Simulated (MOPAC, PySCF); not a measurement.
[W(OH)2(NH2)4], neutral singlet in the gas phase. 

Cartesian coordinates (Å):
```xyz
17

W     -0.0550    -0.0662     0.0222
O     -0.8536    -1.8530     0.1218
H     -0.9011    -2.2791    -0.7559
O      0.7437     1.7201    -0.0763
H      0.7925     2.1461     0.8013
N      1.7652    -0.8631     0.3123
H      1.9517    -1.8562     0.4910
H      2.6463    -0.3371     0.3036
N     -0.2965     0.1097     2.0204
H     -1.1587     0.4218     2.4796
H      0.3633    -0.2433     2.7217
N      0.1842    -0.2465    -1.9759
H     -0.4763     0.1047    -2.6774
H      1.0452    -0.5616    -2.4353
N     -1.8746     0.7322    -0.2676
H     -2.7563     0.2073    -0.2602
H     -2.0597     1.7253    -0.4484
```
Charge 0, multiplicity 1.

All levels are single points at this geometry (PBE-D3(BJ)/def2-SVP); Pople sets use spherical d functions. Orbital energies aren't observables, and empty levels follow the basis.

PM7 in MOPAC gives HOMO (eV) = -9.35.

Estimate the HOMO (eV) from each of these levels: TPSSh-D3(BJ)/def2-TZVP in PySCF; B3LYP/6-311+G** (LANL2DZ on W) in PySCF; M06-2X/6-31G* (LANL2DZ on W) in PySCF; PBE/6-31G* (LANL2DZ on W) in PySCF; HF/6-31G* (LANL2DZ on W) in PySCF.


```
level                                    HOMO (eV)
---------------------------------------  ---------
TPSSh-D3(BJ)/def2-TZVP in PySCF              -5.92
B3LYP/6-311+G** (LANL2DZ on W) in PySCF      -6.54
M06-2X/6-31G* (LANL2DZ on W) in PySCF        -7.62
PBE/6-31G* (LANL2DZ on W) in PySCF           -5.01
HF/6-31G* (LANL2DZ on W) in PySCF            -9.61
```
